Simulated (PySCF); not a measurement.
## Two-dimensional NMR puzzle

Compound of formula C₆H₄F₂O. Correlations simulated from computed shifts and the bond graph:

HSQC (one-bond C–H):
| δH | δC |
| --- | --- |
| 7.21 | 117.7 |
| 7.02 | 123.0 |

COSY cross peaks (H two or three bonds apart, from the bond graph; peaks can be absent where the dihedral angle is near 90°):
| δH | δH |
| --- | --- |
| 7.21 | 7.02 |

HMBC (two and three bonds, from the bond graph):
| δH | δC |
| --- | --- |
| 7.21 | 161.1, 141.6, 123.0, 117.7 |
| 7.02 | 161.1, 117.7 |

Carbons without hydrogens: δ 161.1, 141.6.

- GFN2-xTB structure
- PBE0/pcSseg-1 with gauge-including orbitals
- run in PySCF
- in vacuum, a single conformation, one averaged value for each set of equivalent atoms, non-relativistic

Scale: TMS for ¹H and ¹³C (reference shieldings calculated alike).

Exchangeable hydrogens are left out of these lists.

Work out the connectivity.

Results:

`Oc1c(F)cccc1F`.

Mapped SMILES: `[OH:1][c:2]1[c:3]([F:4])[cH:5][cH:6][cH:7][c:8]1[F:9]`. Each H is labelled by its parent atom.

1. δC 161.1 is C3/C8, an aromatic carbon bearing fluorine.
2. δC 141.6 is C2, an aromatic carbon bearing oxygen.
3. δC 123.0 is C6, an aromatic CH (δH 7.02).
4. δC 117.7 is C5/C7, an aromatic CH (δH 7.21).
5. HMBC from δH 7.21 reaches the proton-free carbons C3/C8, C2.
6. HMBC from δH 7.02 reaches the proton-free carbon C3/C8.
7. COSY links 7.21–7.02.

This is the structure that produced the data.

Exchangeable OH/NH protons stand at their gas-phase positions; hydrogen bonding in a real sample shifts them, mostly to higher δ. Shifts are as computed. Against solution values, carbons near 30 ppm lie about +3 ppm off and those near 130 ppm about +5 ppm. Of 1211 compounds with measured shifts, 218 miss one by over three times the rms of a fit or turn the order of signals round; such compounds aren't used in these exercises.
